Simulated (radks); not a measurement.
The numbers below are computed, except where a source is named.
Species: the indium ion In4+. Configuration: [Kr] 4d9 (the NIST ground configuration). Level of theory: scalar-relativistic Kohn-Sham, RPBE, spin-unpolarised, spherical densities, point nucleus (a radial shooting solver on a logarithmic mesh with Libxc functionals).

Unscreened Slater integrals over Kohn-Sham orbitals (cm^-1). Empty in this configuration: 5s.

| integral | value |
|---|---|
| F0(4d,4d) | 178960 |
| F2(4d,4d) | 90452 |
| F4(4d,4d) | 59701 |
| F0(4d,4p) | 195040 |
| F2(4d,4p) | 98276 |
| G1(4d,4p) | 124600 |
| G3(4d,4p) | 76767 |
| F0(4d,4s) | 200890 |
| G2(4d,4s) | 93506 |
| F0(4d,3d) | 239980 |
| F2(4d,3d) | 49849 |
| F4(4d,3d) | 22329 |
| G0(4d,3d) | 15701 |
| G2(4d,3d) | 18376 |
| G4(4d,3d) | 14034 |
| F0(4d,5s) | 113360 |
| G2(4d,5s) | 16983 |
| F0(4p,4p) | 216330 |
| F2(4p,4p) | 113710 |
| F0(4p,4s) | 224420 |
| G1(4p,4s) | 152700 |
| F0(4p,3d) | 279760 |
| F2(4p,3d) | 67318 |
| G1(4p,3d) | 21271 |
| G3(4p,3d) | 20836 |
| F0(4p,5s) | 116610 |
| G1(4p,5s) | 8809.1 |
| F0(4s,4s) | 233630 |
| F0(4s,3d) | 297710 |
| G2(4s,3d) | 24206 |
| F0(4s,5s) | 117700 |
| G0(4s,5s) | 5965.7 |
| F0(3d,3d) | 615150 |
| F2(3d,3d) | 307240 |
| F4(3d,3d) | 196180 |
| F0(3d,5s) | 126480 |
| G2(3d,5s) | 3315.2 |
| F0(5s,5s) | 94209 |

Derived for the open shells (J is the average intra-shell exchange parameter used in DFT+U). 4d: Racah B = F2/49 - 5 F4/441 = 1169 cm^-1, C = 35 F4/441 = 4738 cm^-1, C/B = 4.05, F4/F2 = 0.660, J = (F2 + F4)/14 = 10730 cm^-1.
